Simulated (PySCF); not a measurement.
**W⁺: ionisation energy**

W⁺ [Xe] 4f14 5d4 6s1 (6D) → W²⁺ [Xe] 4f14 5d4 (5D), as a difference of total energies. Computed with PySCF 2.14 in aug-cc-pVDZ-PP with ECP60MDF (5s5p4d2f, 54 functions), with scalar relativity through the core potential. Correlated levels: valence: 5s2 5p6 frozen. The calculations carry no spin-orbit coupling.

```tsv
method	ionisation energy (eV)
UHF	14.979
M06-2X	16.029
PBE	16.281
MP2 (valence)	15.422
SCS-MP2 (valence)	15.127
```

**Question.** How much does correlation contribute at MP2 (valence)?

**Answer.** 15.422 − (14.979) = 0.443 eV, measured against UHF.

The reference lies between the lowest fine-structure levels, while these numbers refer to the centres of the terms.

Errors of the correlated levels include the incompleteness of this basis and the frozen core.

For comparison: 16.37 ± 0.15 eV (semi-empirical (NIST evaluation); NIST Atomic Spectra Database, ionization energies).
